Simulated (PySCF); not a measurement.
Al₂O₃, neutral, multiplicity 1. Atoms are numbered in the order given.

```xyz
5

Al     0.0000     0.0000    -1.6797
Al     0.0000     0.0000     1.6797
O      0.0000     0.0000    -3.2761
O      0.0000     0.0000     0.0000
O      0.0000     0.0000     3.2761
```
Charge 0, spin multiplicity 1.

Geometry optimised at ωB97X-D3(BJ)/def2-SVP. Other conformers were not sampled.

All values below come from ωB97X/def2-TZVP (PySCF).

ESP charges are fitted to the potential on shells at 1.4 to 2.0 van der Waals radii. Atomic charges (e):

| atom | Mulliken | ESP fit |
|---|---|---|
| Al1 | [?] | 0.98 |
| Al2 | [?] | 0.98 |
| O3 | [?] | -0.78 |
| O4 | [?] | -0.40 |
| O5 | [?] | -0.78 |

Problem. Complete the blanks. (The exact figures need the calculation; the answer reports its results.)

Solution. 
- Al1, Mulliken: 0.64
- Al2, Mulliken: 0.64
- O3, Mulliken: -0.51
- O4, Mulliken: -0.26
- O5, Mulliken: -0.51
